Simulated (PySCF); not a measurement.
Calculated NMR parameters of c1coc([C@@H]2CC[SiH2]2)c1

```yaml
Formula: C7H10OSi
SMILES: c1coc([C@@H]2CC[SiH2]2)c1
Point_group_of_the_computed_structure: C1
Degrees_of_unsaturation: 4
Carbon_signals: 7
Proton_signals: 10
```

Mapped SMILES: `[cH:1]1[cH:2][o:3][c:4]([C@@H:5]2[CH2:6][CH2:7][SiH2:8]2)[cH:9]1`. Hydrogens are named by the atom that carries them. Ha(C6), Ha(C7), Ha(Si8) are cis to C4 on the ring; Hb(C6), Hb(C7), Hb(Si8) are trans to C4 on the ring.

[PySCF: GIAO PBE0/pcSseg-1 shieldings; structure optimised with GFN2-xTB; in vacuum; relativity neglected; single conformer]

Chemical shifts δ = σref − σ; $^{1}$H (σref 31.72), $^{13}$C (σref 186.93), $^{29}$Si (σref 349.16) against TMS; $^{17}$O (σref 336.08) vs H2O, all at this level.

| carbon | δC, type | δH (multiplicity) | HMBC from (2–3 bonds) | span of the C tensor (ppm) |
| --- | --- | --- | --- | --- |
| C1 | 117.3, CH | 6.46 (m) | H(C2), H(C9) | 179 |
| C2 | 145.3, CH | 7.45 (m) | H(C1), H(C9) | 144 |
| C4 | 163.8, C | – | H(C2), H(C1), H(C9), Ha(Si8), Hb(Si8), H(C5), Ha(C6), Hb(C6) | 155 |
| C5 | 29.8, CH | 3.24 (m) | H(C9), Ha(Si8), Hb(Si8), Ha(C6), Hb(C6), Hb(C7), Ha(C7) | 41 |
| C6 | 30.2, CH2 | Ha(C6) 2.71 (m); Hb(C6) 2.68 (m) | Ha(Si8), Hb(Si8), H(C5), Hb(C7), Ha(C7) | 42 |
| C7 | 6.2, CH2 | Hb(C7) 1.50 (m); Ha(C7) 1.37 (m) | Ha(Si8), Hb(Si8), H(C5), Ha(C6), Hb(C6) | 36 |
| C9 | 109.5, CH | 6.08 (m) | H(C2), H(C1), H(C5) | 155 |

Other nuclei:
```
  atoms    nucleus                                                environment  δ (ppm)  σ (ppm)
Ha(Si8)    $^{1}$H  hydrogen on a silicon bonded to 2 C, in a 4-membered ring     4.98    26.74
Hb(Si8)    $^{1}$H  hydrogen on a silicon bonded to 2 C, in a 4-membered ring     4.94    26.77
    Si8  $^{29}$Si           silicon bonded to 2 C, 2 H, in a 4-membered ring    -27.2    376.3
     O3   $^{17}$O                                       aromatic ring oxygen    300.1     36.0
```

- Carbon types of the structure: 1 × C, 4 × CH, 2 × CH2, leaving 2 H on heteroatoms.
- δC 163.8: substituted aromatic carbon next to the ring oxygen.
- δC 145.3: aromatic CH next to the ring oxygen.
- δC 117.3, 109.5: aromatic CH.
- δC 30.2: sp3 CH2 in a ring; a saturated carbon with 2 carbon neighbours and no heteroatom attached.
- δH 7.45: hydrogen on an aromatic CH next to the ring oxygen; aromatic region.

Shifts are as computed. Against solution values, carbons near 30 ppm lie about +3 ppm off and those near 130 ppm about +5 ppm. Of 1211 compounds with measured shifts, 218 miss one by over three times the rms of a fit or turn the order of signals round; such compounds aren't used in these exercises. Unscaled 17O shifts of doubly bonded oxygen tend to come out too high, by tens of ppm or more. Experimental scales use liquid or dissolved standards, which lie at an offset from isolated H2O (liquid H2O: subtract about 36 ppm). No couplings were computed; multiplicities are counted from neighbouring protons, with m where these are inequivalent, close in shift, in a saturated or five-membered ring or joined by F or P, and br s for small geminal =CH2 splittings.
